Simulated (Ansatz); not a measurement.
Basis-set series for `CO[Si](OC)(OC)O[Si](O)(O)O`. The species carries charge 0 and has multiplicity 1. Geometry: relaxed with PBE0-D4/def2-TZVP. It is one conformer, not always the lowest.

```csv
functional,basis,functions,energy (Eh),HOMO (eV),LUMO (eV)
PBE0-D4,def2-TZVPP,562,-1226.87992,-8.40,0.56
PBE0-D4,def2-QZVPP,1070,-1226.93915,-8.44,0.16
ωB97M-V,def2-TZVPP,562,-1227.57608,-10.83,2.02
ωB97M-V,def2-QZVPP,1070,-1227.63186,-10.87,1.35
```

Task: Give the rows for def2-SVP. (Best estimate.)

Result: Ansatz gave: 
| functional | basis | functions | energy (Eh) | HOMO (eV) | LUMO (eV) |
| --- | --- | --- | --- | --- | --- |
| PBE0-D4 | def2-SVP | 236 | -1225.85416 | -8.26 | 1.18 |
| ωB97M-V | def2-SVP | 236 | -1226.53131 | -10.68 | 2.83 |

Positive LUMOs are unbound and depend on the basis.
